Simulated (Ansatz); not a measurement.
Molecule: C6H12N, charge 0, multiplicity 2. It need not be the lowest isomer of its formula. SMILES: N[C]1CCCCC1
Geometry from a B3LYP-D3(BJ)/def2-TZVP (Ansatz, a quantum-chemistry and plane-wave program) optimisation:
```xyz
19

C     -1.8602     0.1324    -0.0390
C     -1.1894    -1.2362     0.0811
C      0.2075    -1.1172     0.6985
C      1.0306    -0.0765     0.0137
C      0.3957     1.2485    -0.2525
C     -1.0036     1.0985    -0.8576
N      2.3936    -0.0572     0.3314
H     -2.0158     0.5478     0.9635
H     -2.8492     0.0287    -0.4924
H     -1.8046    -1.9098     0.6825
H     -1.1056    -1.6823    -0.9148
H      0.7179    -2.0862     0.6697
H      0.1004    -0.8658     1.7702
H      0.3142     1.8218     0.6897
H      1.0310     1.8494    -0.9125
H     -0.9145     0.7193    -1.8803
H     -1.4875     2.0763    -0.9200
H      2.9489     0.5733    -0.2303
H      2.8262    -0.9688     0.3897
```
Charge 0, spin multiplicity 2.

Parts of the frozen-core correlation energy in 6-31G* (Ansatz, hartree). Frozen orbitals: 7; correlated occupied orbitals by spin: 21 and 20; virtual: 101 and 102. UHF or UKS for open shells. No spin-orbit coupling. No relativistic terms.

```tsv
term	value
reference (HF)	-288.61073
MP2 opposite-spin	-0.69421
MP2 same-spin	___
CCSD correlation	___
(T)	___
T1 diagnostic	0.012
largest doubles amplitude	0.018
<S^2> of the reference	0.761
```

### Question
What belongs in the gaps?

### Answer

- MP2 same-spin, value: -0.23013
- CCSD correlation, value: -0.99956
- (T), value: -0.03099
